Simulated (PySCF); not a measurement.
Atom-mapped SMILES (the numbers label the heavy atoms): `[CH2:1]=[CH:2][CH2:3][n:4]1[n:5][cH:6][c:7]([SiH3:8])[n:9]1` (H(Xn): hydrogen on atom n). Ha(C1) is cis to C3; Hb(C1) is trans to C3.

[PySCF 2.14: NMR shieldings at B97-2/pcSseg-1/GIAO; PBE0-D3(BJ)/def2-SVP geometry; non-relativistic Hamiltonian; no solvent; one computed conformer; fast rotation and ring inversion assumed for equivalent nuclei]

Shifts are taken against calculated references (same method and geometry level): ¹³C, ¹H, ²⁹Si against TMS; ¹⁵N against NH3.

```json
{"atoms": "N9", "nucleus": "¹⁵N", "count": "1", "δ (ppm)": "?"}
{"atoms": "H(C3)", "nucleus": "¹H", "count": "2", "δ (ppm)": "?"}
{"atoms": "C6", "nucleus": "¹³C", "count": "1", "δ (ppm)": "145.0"}
{"atoms": "Si8", "nucleus": "²⁹Si", "count": "1", "δ (ppm)": "-78.0"}
{"atoms": "C7", "nucleus": "¹³C", "count": "1", "δ (ppm)": "135.4"}
{"atoms": "C1", "nucleus": "¹³C", "count": "1", "δ (ppm)": "123.5"}
{"atoms": "Ha(C1)", "nucleus": "¹H", "count": "1", "δ (ppm)": "5.58"}
{"atoms": "Hb(C1)", "nucleus": "¹H", "count": "1", "δ (ppm)": "?"}
{"atoms": "H(Si8)", "nucleus": "¹H", "count": "3", "δ (ppm)": "?"}
{"atoms": "N4", "nucleus": "¹⁵N", "count": "1", "δ (ppm)": "286.7"}
{"atoms": "C2", "nucleus": "¹³C", "count": "1", "δ (ppm)": "139.8"}
{"atoms": "N5", "nucleus": "¹⁵N", "count": "1", "δ (ppm)": "350.4"}
{"atoms": "C3", "nucleus": "¹³C", "count": "1", "δ (ppm)": "59.3"}
{"atoms": "H(C2)", "nucleus": "¹H", "count": "1", "δ (ppm)": "6.32"}
{"atoms": "H(C6)", "nucleus": "¹H", "count": "1", "δ (ppm)": "?"}
```

Estimate the values marked ?.

Results:


- H(C6): 7.73 ppm, hydrogen on an aromatic CH next to a ring nitrogen; it sits in the deshielding region of the aromatic ring current
- Hb(C1): 5.42 ppm, hydrogen on a terminal =CH2 carbon; a vinylic proton, deshielded by the sp2 carbon and the C=C anisotropy
- H(C3): 4.81 ppm, hydrogen on an allylic sp3 CH2 bonded to N; its carbon carries N, hence the downfield position
- H(Si8): 4.39 ppm, hydrogen on a silicon bonded to C
- N9: 371.6 ppm, pyridine-type nitrogen of an azole

Shifts are as computed. Against solution values, carbons near 30 ppm lie about +1 ppm off and those near 130 ppm about +2 ppm. Of 1313 compounds with measured shifts, 239 miss one by over three times the rms of a fit or turn the order of signals round; such compounds aren't used in these exercises. Experimental scales use liquid or dissolved standards, which lie at an offset from isolated NH3 (liquid NH3: subtract about 20 ppm). Unscaled 15N shifts of sp2 nitrogen come out 20 to 40 ppm too high even then.
